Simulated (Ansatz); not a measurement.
Isolated molecules relaxed with PBE0-D4/def2-TZVP in Ansatz; ΔE leaves out vibrations. CCSD(T)/CBS adds triple-zeta CCSD(T) − MP2 to the extrapolated MP2 energy (def2 sets, frozen cores). Each species was taken in one conformer, which may not be the lowest.

`F[CH2][AlH][F]` + `B[SiH2]COC` → `CO[CH2][AlH][F]` + `B[SiH2]CF`  (redistribution)

```tsv
species	HF/def2-TZVPP energy (Eh)
`F[CH2][AlH][F]`	-480.57860
`B[SiH2]COC`	-469.47640
`CO[CH2][AlH][F]`	-495.60830
`B[SiH2]CF`	-454.44471
```

(1) Work out ΔE.

Largest T1 diagnostic among the species: 0.012.

## Answers

(1) ΔE = (-495.60830) + (-454.44471) − (-480.57860) − (-469.47640) = 0.00199 Eh = +1.2 kcal/mol. CCSD(T)/CBS gives +0.2 kcal/mol.

In def2-TZVPP, CCSD(T) changes the Hartree–Fock value by −1.2 kcal/mol (the triples alone add −0.2 kcal/mol) and MP2 by −1.1 kcal/mol.
